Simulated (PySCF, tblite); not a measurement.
Species: C5H10O2.
Bonds: C1–C2, C2–C3, C3–C4, C4–O5 (double), C4–O6, O6–C7. Hydrogens: H8, H9, H10 on C1; H11, H12 on C2; H13, H14 on C3; H15, H16, H17 on C7.

Structure optimised with GFN2-xTB, isolated species.

Question: What internal coordinates does the optimisation give?

Answer: 
| bond | length (Å) |
| --- | --- |
| C1–C2 | 1.523 |
| C2–C3 | 1.532 |
| C3–C4 | 1.511 |
| C4=O5 | 1.202 |
| C4–O6 | 1.340 |
| O6–C7 | 1.421 |
| C1–H8, C1–H9, C1–H10 | 1.088 |
| C2–H11, C2–H12 | 1.091 |
| C3–H13, C3–H14 | 1.091 |
| C7–H15, C7–H16, C7–H17 | 1.090 |

Bonds in one row agree within 0.01 Å and their mean is given. A selection of angles:
| angle | degrees |
| --- | --- |
| C2–C1–H8 | 110.6 |
| C2–C1–H10 | 110.4 |
| H8–C1–H9 | 108.4 |
| C1–C2–C3 | 111.8 |
| C1–C2–H11 | 109.6 |
| C3–C2–H11 | 108.7 |
| H11–C2–H12 | 108.3 |
| C2–C3–C4 | 110.4 |
| C2–C3–H13 | 109.3 |
| C2–C3–H14 | 110.9 |
| C4–C3–H13 | 107.8 |
| C4–C3–H14 | 109.0 |
| H13–C3–H14 | 109.4 |
| C3–C4–O5 | 125.4 |
| C3–C4–O6 | 111.1 |
| O5–C4–O6 | 123.5 |
| C4–O6–C7 | 116.5 |
| O6–C7–H15 | 110.3 |
| O6–C7–H16 | 106.4 |
| H15–C7–H16 | 110.8 |
| H15–C7–H17 | 108.8 |

Torsions: C1–C2–C3–C4 -65° (synclinal); C2–C3–C4–O5 -60° (synclinal); C3–C4–O6–C7 -179° (antiperiplanar). The mirror-image conformer, all signs reversed, is as good.

The C–O distances run from 1.202 Å (C4=O5, drawn double) to 1.421 Å (O6–C7, drawn single), a spread of 0.219 Å. The 3 C–C bonds span 1.511 Å (C3–C4, drawn single) to 1.532 Å (C2–C3, drawn single), a spread of 0.021 Å. O6 (ester single-bonded oxygen) is bent (angle 116.5°). Of the pairs four or more bonds apart, O5···H15 is among the closest relative to their van der Waals radii: 2.50 Å, 92 % of the sum of Bondi's values.

Point group: C1 (no symmetry element, even within 0.4 Å). Its GFN2-xTB frequencies are all real (lowest 21 cm⁻¹). One conformer, not necessarily the lowest. 3 starts were optimised and ended at 0.00, 0.02 and 0.18 kcal/mol (GFN2-xTB); the lowest of these is shown.

All values are computed, not measured.
